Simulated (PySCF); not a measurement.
Gas-phase reaction: VF₅ + F₂O → VOF₃ + 2 F₂

Energies from PySCF, thermal terms from the rigid-rotor harmonic-oscillator model, ideal gas at 1 bar. † marks an energy on the PBE0/def2-TZVP geometry and frequencies; other levels use their own. MP2 and CCSD(T) freeze the core. 6-31G* has spherical d functions here. All species are closed-shell singlets. B3LYP is the form with VWN-RPA correlation. MP2 isn't extrapolated to the basis-set limit; its ΔH°(298 K) is 90.8 kJ in def2-SVP and 120.1 kJ in def2-TZVPP. CCSD(T) isn't extrapolated to the basis-set limit; its ΔH°(298 K) is 140.0 kJ in def2-SVP and 187.7 kJ in def2-TZVPP. The harmonic model lacks anharmonicity and excited electronic states, which grow with temperature; levels with a mode under 35 cm⁻¹ are left out. Soft modes under 120 cm⁻¹ make the harmonic entropy rough for VF₅. Warning, large T1 diagnostic: VF₅, VOF₃ (CCSD(T)/def2-SVP†, CCSD(T)/def2-TZVPP†).

```json
[
 {"level": "B3LYP/6-31G*", "ΔE electronic, kJ": "258", "ΔH°(298 K), kJ": "255", "ΔS°(298 K), J/K": "136", "ΔG°(800 K), kJ": "148"},
 {"level": "B3LYP/def2-TZVP†", "ΔE electronic, kJ": "247", "ΔH°(298 K), kJ": "244", "ΔS°(298 K), J/K": "136", "ΔG°(800 K), kJ": "137"},
 {"level": "CCSD(T)/def2-SVP†", "ΔE electronic, kJ": "143", "ΔH°(298 K), kJ": "140", "ΔS°(298 K), J/K": "136", "ΔG°(800 K), kJ": "32"},
 {"level": "CCSD(T)/def2-TZVPP†", "ΔE electronic, kJ": "191", "ΔH°(298 K), kJ": "188", "ΔS°(298 K), J/K": "136", "ΔG°(800 K), kJ": "80"},
 {"level": "HF/def2-TZVP†", "ΔE electronic, kJ": "218", "ΔH°(298 K), kJ": "215", "ΔS°(298 K), J/K": "136", "ΔG°(800 K), kJ": "107"},
 {"level": "MP2/def2-TZVPP†", "ΔE electronic, kJ": "123", "ΔH°(298 K), kJ": "120", "ΔS°(298 K), J/K": "136", "ΔG°(800 K), kJ": "13"},
 {"level": "PBE0/def2-QZVP†", "ΔE electronic, kJ": "261", "ΔH°(298 K), kJ": "258", "ΔS°(298 K), J/K": "136", "ΔG°(800 K), kJ": "150"},
 {"level": "r2SCAN/def2-TZVP†", "ΔE electronic, kJ": "292", "ΔH°(298 K), kJ": "289", "ΔS°(298 K), J/K": "136", "ΔG°(800 K), kJ": "181"},
 {"level": "LDA/def2-TZVP†", "ΔE electronic, kJ": "331", "ΔH°(298 K), kJ": "328", "ΔS°(298 K), J/K": "136", "ΔG°(800 K), kJ": "220"},
 {"level": "ωB97M-V/def2-TZVP†", "ΔE electronic, kJ": "242", "ΔH°(298 K), kJ": "239", "ΔS°(298 K), J/K": "136", "ΔG°(800 K), kJ": "132"}
]
```
ΔH° is lowest at MP2/def2-TZVPP† and highest at LDA/def2-TZVP†. No reference value is set beside these.
